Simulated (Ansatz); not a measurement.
Frontier orbitals of GaH7N2Sn, SMILES `[NH2][GaH][NH][SnH3]`.

Charge 0, multiplicity 1. Correlated methods include outer-core shells of Ga, Sn, which these sets cover unevenly. Scalar relativity is left out up to krypton. Sn: def2 effective core potential. The geometry is a stationary point of PBE0-D4/def2-TZVP. It is one conformer, not always the lowest. Basis def2-TZVPP, the Gaussian-basis code of Ansatz.

Orbital energies of one run (eV). Highest occupied ones, from the top: -5.77, -6.54, -7.65, -8.24, -8.41, -8.84, -9.99, -11.76, -12.08, -13.04, -19.67, -19.96, -20.24, -20.25. Empty: -0.99, -0.56, -0.26, 0.41, 0.53, 0.73.

(1) Which functional gave them?
A. CAM-B3LYP
B. HSE06 (plane-wave form)
C. PBE0
D. B97M-V

Answers

(1) D. HOMO energies: B97M-V -5.77, CAM-B3LYP -8.12, PBE0 -6.74, HSE06 -6.34 eV.
